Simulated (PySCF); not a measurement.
# [Dy(H2O)4]2+: from a saddle point downhill

PySCF 2.14.0, RKS PBE0, Dy lcecp-0-SVP with ECP56, O def2-SVP, H def2-SVP; non-relativistic Hamiltonian with scalar-relativistic core potentials where named; density fitting; no spin-orbit coupling. Relaxed within the symmetry of its start, the geometry (D2d) is

```xyz
13

Dy    0.0000    0.0000    0.0000
O     1.4143    1.4324    1.4324
H     1.7772    1.2293    2.3102
H     1.7772    2.3102    1.2293
O    -1.4143   -1.4324    1.4324
H    -1.7772   -1.2293    2.3102
H    -1.7772   -2.3102    1.2293
O     1.4143   -1.4324   -1.4324
H     1.7772   -2.3102   -1.2293
H     1.7772   -1.2293   -2.3102
O    -1.4143    1.4324   -1.4324
H    -1.7772    2.3102   -1.2293
H    -1.7772    1.2293   -2.3102
```

and its lowest harmonic modes are -113, -25, -25, -24, 17, 33 cm⁻¹ (negative: unstable). It was moved along the lowest mode and relaxed again, within the group S4 that the move left.

Q: Where does it end, and how much lower?

A: In S4, 0.031 eV lower, after 21 steps:
```xyz
13

Dy    0.0000    0.0000    0.0000
O     1.4802    1.3651    1.4293
H     1.3959    1.5382    2.3814
H     2.2848    1.8462    1.1750
O    -1.4802   -1.4293    1.3650
H    -2.2847   -1.1750    1.8462
H    -1.3959   -2.3814    1.5382
O     1.4802   -1.3651   -1.4293
H     2.2848   -1.8462   -1.1750
H     1.3959   -1.5382   -2.3814
O    -1.4802    1.4293   -1.3650
H    -1.3959    2.3814   -1.5382
H    -2.2847    1.1750   -1.8462
```

Q: How do the contacts change?

A: 
| contact | saddle (Å) | end (Å) |
| --- | --- | --- |
| Dy1–O2 (H2O) | 2.471 | 2.469 |
| Dy1–O5 (H2O) | 2.471 | 2.469 |
| Dy1–O8 (H2O) | 2.471 | 2.469 |
| Dy1–O11 (H2O) | 2.471 | 2.469 |


No frequency check is given for the end, and other unstable modes may remain.

An lcecp potential fixes the number of 4f electrons, so in runs with it no electron can move into or out of that shell; real Dy(II) is rare or takes another configuration.

State: singlet in the valence, with the 4f electrons in the core potential.
